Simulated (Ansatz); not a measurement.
`[F][Mo]([F])(=[S])=[S]` + H₂O → `[OH][Mo]([F])(=[S])=[S]` + H–F at 298.15 K and 1 bar (formal hydrolysis of a Mo–F bond).

Calculated with Ansatz (gas phase, PBE0-D4/def2-TZVP geometries, no zero-point term in ΔE). CCSD(T)/CBS adds triple-zeta CCSD(T) − MP2 to the extrapolated MP2 energy (def2 sets, frozen cores). This one scheme is used for every species. def2 core potentials past Kr. For Mo outer-core shells are correlated without core-valence functions, which leaves a few kJ/mol of doubt a bond. Each species was taken in one conformer, which may not be the lowest.

| species | CCSD(T)/CBS energy (Eh) | H − E (kJ/mol) | S (J/(mol·K)) |
| --- | --- | --- | --- |
| `[F][Mo]([F])(=[S])=[S]` | -1063.43174 | 40.4 | 337.7 |
| H₂O | -76.37941 | 66.4 | 188.7 |
| `[OH][Mo]([F])(=[S])=[S]` | -1039.41067 | 70.9 | 349.1 |
| H–F | -100.39570 | 33.5 | 173.6 |

H − E and S are ideal-gas, rigid-rotor, harmonic terms from PBE0-D4/def2-TZVP, for one conformer and one mirror image of each species. 1 Eh = 2625.50 kJ/mol, R = 8.31446 J/(mol·K).

Problem. By hand: ΔE, ΔH, ΔS and ΔG.

Solution. ΔE = (-1039.41067) + (-100.39570) − (-1063.43174) − (-76.37941) = 0.00478 Eh = 12.5 kJ/mol. Δ(H − E) = 70.9 + 33.5 − 40.4 − 66.4 = -2.4, so ΔH = 10.1 kJ/mol. ΔS = 349.1 + 173.6 − 337.7 − 188.7 = -3.7 J/(mol·K). ΔG = 10.1 − 298.15 × (-3.7)/1000 = 11.2 kJ/mol.

Problem. By hand: the equilibrium constant, and the temperature at which ΔG would vanish if ΔH and ΔS stayed fixed.

Solution. log₁₀ K = −ΔG/(RT ln 10) = -2.0. ΔH and −TΔS have one sign here, so there is no such temperature.

The number of gas molecules stays the same, so ΔS is small and ΔH decides. A doubt of 5 kJ/mol in ΔE shifts log₁₀ K by 0.9 here. Other conformers and mirror images would add mixing entropy, several J/(mol·K) or more a flexible species. These are equilibria of isolated gas molecules and say nothing of rates. Largest T1 diagnostic: 0.025 (customary marks: 0.02 for closed shells, 0.045 for open ones).

ΔS is within the doubt of such terms, so its sign, and with it that verdict, could turn.
